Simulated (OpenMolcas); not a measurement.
# S2+: effect of the IPEA shift

```yaml
Program: OpenMolcas
Basis: ANO-RCC-VQZP [6s5p3d2f1g]
Scalar_Hamiltonian: DKH2, point nucleus
Active_space: 4 electrons in 9 orbitals (RAS2 3s 3p; RAS3 3d, at most 2 electrons)
State_averaging: 2S+1 = 3 even, 6 roots; 2S+1 = 1 even, 12 roots; 2S+1 = 5 odd, 1 root; 2S+1 = 3 odd, 8 roots; 2S+1 = 1 odd, 8 roots
Spin-orbit_coupling: RASSI with atomic mean-field integrals over the reference wave functions, term energies averaged over their components
```

Methods on the same reference wave functions:
A. RASSCF
B. MS-RASPT2, IPEA 0 Eh, imaginary shift 0.1 Eh (closed shells correlated: 2s 2p)
C. MS-RASPT2, IPEA 0.25 Eh, imaginary shift 0.1 Eh (closed shells correlated: 2s 2p)

Energies in cm⁻¹ above 3s² 3p² ³P₀, the measured ground level; measured values from NIST levels in Podobedova, Kelleher and Wiese, J. Phys. Chem. Ref. Data 38, 171 (2009).

```tsv
Level	A	B	C	Measured
3s² 3p² ³P₀	0.0	0.0	0.0	0.0
3s² 3p² ³P₁	257	260	260	299
3s² 3p² ³P₂	731	734	734	833
3s² 3p² ¹D₂	13438	11350	11380	11323
3s² 3p² ¹S₀	30345	27070	27230	27161
3s 3p³ ⁵S°₂	53349	57230	57200	58672
3s 3p³ ³D°₁	83111	83510	83620	84019
3s 3p³ ³D°₂	83126	83530	83640	84047
3s 3p³ ³D°₃	83162	83560	83670	84099
3s 3p³ ³P°₂	99204	98420	98550	98745
3s 3p³ ³P°₁	99233	98450	98580	98766
3s 3p³ ³P°₀	99241	98460	98590	98772
```

Deviations, from unrounded energies. A percentage is the sum of absolute deviations over the sum of measured energies, with the sign that they share, or ± where signs differ.

```csv
Against measurement,Levels,A,B,C
mean absolute deviation (cm-1),11,1400,380,320
fine structure of the ground term (%),2,-12.7,-12.1,-12.1
other terms of the ground configuration (%),2,+13.8,±0.3,+0.3
other configurations (%),7,±1.6,-0.7,-0.5
```

C lies closest to measurement on these levels and A furthest from it. The largest miss of C in the table is 3s 3p³ ⁵S°₂, by -1500 cm-1. The ranking rests on the paired levels alone, and a cruder setting can come out closer through cancelling errors.

Between B and C the level of the table that moves most is 3s² 3p² ¹S₀, by 160 cm-1 (lowest in B, highest in C). Moves below CASPT2's spread within the term are not significant.

From A to B the spin-free energies of the other terms of 3s² 3p² shown, above ³P, scale by factors of 0.84 to 0.89.

The lowest spin-free term lies below A's lowest term by 0.066 hartree in B, 0.066 hartree in C.

CASPT2 does not keep the components of a term degenerate, so their means are used; among the terms shown or strongly mixed into the levels shown the widest spread is 22 cm-1 (3s 3p³ ³D°, C). The run also gave levels led by 3s 3p² 3d, 3s² 3p 3d, which use shells meant for correlation; these and all levels above them are left out. Some terms mix strongly with configurations of 3d, whose occupation reaches 0.21 (3s 3p³ ³D°, 3s 3p³ ³P°). Measured partners are found by configuration, term and J. A level has none where our copy of the source lacks it or the pairing is in doubt (some pairs that miss far off the trend of their configuration count as doubtful), and it then counts in no deviation. Levels of configurations outside the active space are missing. Levels that lie high or do not pair safely by name in every column are left out.

° marks odd parity.
